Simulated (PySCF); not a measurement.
C3H4F2Si, SMILES FC(F)C#C[SiH3].

Coordinates come from a PBE-D3(BJ)/def2-SVP optimisation. This is a generated structure with no PubChem entry under its InChIKey; it may be hypothetical.

Two levels are set side by side: PBE/def2-TZVP (PySCF) and HF/def2-TZVP (PySCF). Same geometry, gas phase. Differences are taken from unrounded values.

```
quantity                         HF
---------------------------  ------
orbital gap (eV)              14.10
highest occupied level (eV)  -11.33
lowest empty level (eV)        2.77
dipole moment (D)              2.26
mean polarisability (bohr³)    59.0
```

What does PBE give, and how far is it from HF? (The exact figures need the calculation; the answer reports its results.)


```
quantity                       PBE  PBE minus HF
---------------------------  -----  ------------
orbital gap (eV)              5.50         -8.60
highest occupied level (eV)  -7.39          3.94
lowest empty level (eV)      -1.89         -4.66
dipole moment (D)             1.92         -0.34
mean polarisability (bohr³)   66.8           7.8
```

Without exact exchange PBE keeps part of each electron's self-repulsion, which lifts occupied levels and narrows the gap. PBE's more diffuse valence density responds more strongly to a field. Differences between two approximate levels are no errors against the true value.

Rough cost on one machine, each run with all the roots and properties that it gave: HF against PBE about 1/3.
